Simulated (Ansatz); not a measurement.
Ideal-gas functions of GeH5OSi (`[SiH3][O][GeH2]`) radical at 500 K and 1 bar, from an Ansatz frequency run at PBE0-D4/def2-TZVP.

Molar mass 121.74 g/mol, point group C1 (symmetry number 1), electronic degeneracy 2, moments of inertia 15.496, 240.104, 247.346 u Å². Harmonic wavenumbers (cm⁻¹, unscaled): 39, 83, 114, 516, 633, 689, 724, 737, 827, 950, 957, 980, 1020, 2044, 2104, 2206, 2219, 2239.

Use S(trans) = R[1.5 ln M + 2.5 ln T − 1.1517]; rotational temperatures θ = 24.2544 K / I; S(rot) = R[ln(√π/σ · √(T³/θAθBθC)) + 1.5]; for each mode x = 1.438777 ν̃/T, S = R[x/(eˣ − 1) − ln(1 − e⁻ˣ)] and H = RT x/(eˣ − 1); 1 cm⁻¹ = 0.0119627 kJ/mol; R = 8.31446 J/(mol·K).

Question: By hand: the entropy, in J/(mol·K).

Answer: Translation 179.5. Rotation: θ = 1.5652, 0.101, 0.0981 K, giving 112.1. Vibration, mode by mode: 26.50, 20.24, 17.62, 5.75, 4.39, 3.86, 3.57, 3.47, 2.83, 2.14, 2.10, 2.00, 1.82, 0.16, 0.14, 0.11, 0.10, 0.10, in all 96.9. Electronic 5.8. Sum 394.3 J/(mol·K).

Question: By hand: H − E and G − E in kJ/mol, counted from the electronic energy.

Answer: Zero-point energy ½ × 19081 × 0.0119627 = 114.1; thermal vibration 22.4; translation, rotation and pV give 4 RT = 16.6. H − E = 153.1 kJ/mol, and G − E = 153.1 − 500 × 394.3/1000 = -44.1 kJ/mol.

Vibration gives 25 % of the entropy, 64.4 J/(mol·K) of it from the modes under 150 cm⁻¹: soft modes count most, and the harmonic formula is weakest for them. The sum counts one conformer and one mirror image; others add a mixing term.
